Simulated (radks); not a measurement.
Problem. Ar2+, 16 electrons, occupied as [Ne] 3s1 3p5 (not the ground configuration). Calculated with a radial shooting solver on a logarithmic mesh with Libxc functionals: scalar-relativistic Kohn-Sham, PBE, spin-polarised, spherical densities, finite nucleus; open shells are filled with parallel spins first; Fermi nuclear charge, rms radius 3.4274 fm. Some entries of the table are withheld. Estimate them.

| orbital | occ. | eigenvalue (eV) | <r> (bohr) |
|---|---|---|---|
| 1s up | 1 | -3152.449 | 0.08573 |
| 1s down | 1 | -3151.915 | 0.08572 |
| 2s up | 1 | -328.2956 | 0.4137 |
| 2s down | 1 | -327.7615 | 0.4136 |
| 2p up | 3 | (1) | 0.3762 |
| 2p down | 3 | (2) | 0.3760 |
| 3s up | 1 | -52.3420 | 1.319 |
| 3s down | 0 | -49.5281 | 1.333 |
| 3p up | 3 | -37.0573 | (3) |
| 3p down | 2 | -34.4777 | (4) |

Solution. 
(1) 2p up eigenvalue (eV): -261.3105
(2) 2p down eigenvalue (eV): -260.6796
(3) 3p up <r> (bohr): 1.448
(4) 3p down <r> (bohr): 1.476
